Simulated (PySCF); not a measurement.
**S²⁺ (sulfur, charge +2) across methods**

[Ne] 3s2 3p2, high-spin 3P determinant. All numbers are calculated (PySCF 2.14, the non-relativistic Hamiltonian (point nucleus), in aug-cc-pwCVTZ (8s7p5d3f, 75 functions)).

```
method  E (hartree)  mean ε 3s α (eV)  mean ε 3s β (eV)  mean ε 3p α (eV)  Σ⟨r²⟩ (bohr²)   ⟨S²⟩
  MN15    -396.7970           -42.517           -39.515           -31.240          14.89  2.003
   LDA    -395.4927           -40.132           -37.845           -28.862          14.97  2.001
  PBE0    -396.7407           -42.468           -39.078           -30.584          14.95  2.004
   PBE    -396.7079           -40.179           -37.659           -28.958          14.96  2.003
   UHF   -396.33568           -48.501           -41.868           -34.727          15.09  2.012
 B3LYP    -396.9002           -41.911           -38.976           -30.150          14.96  2.003
r2SCAN    -396.8468           -40.977           -37.745           -29.487          14.95  2.007
M06-2X    -396.8708           -44.051           -40.537           -31.731          14.97  2.003
```

(1) Estimate the same row for BHandHLYP.

Answers

(1) E (hartree) = -396.8987; mean ε 3s α (eV) = -44.492; mean ε 3s β (eV) = -40.482; mean ε 3p α (eV) = -31.935; Σ⟨r²⟩ (bohr²) = 14.98; ⟨S²⟩ = 2.005.
